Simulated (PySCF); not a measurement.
Computed shifts of a molecule C₃H₄N₂O, PBE/pcSseg-1 (PySCF), GIAO, gas phase, equivalent atoms averaged, in ppm (number of nuclei): ¹³C: 149.1 (2), 67.0 (1). ¹⁵N: 274.1 (2). ¹H: 6.89 (2), 5.58 (2). References: ¹³C against TMS (σ = 182.0 ppm); ¹⁵N against NH3 (σ = 267.0 ppm); ¹⁷O against H2O (σ = 334.3 ppm); ¹H against TMS (σ = 31.49 ppm), references at their B3LYP-D3(BJ)/def2-TZVP geometries, non-relativistic. Geometry optimised at PBE0-D3(BJ)/def2-SVP. The values are those of a single conformer.

**Question.** Which structure fits?
A. [H]/N=c1/[nH]cco1
B. N#C/N=C/CO
C. C1=NCN=CO1
D. C1=NC=NCO1

**Answer.** C, C1=NCN=CO1
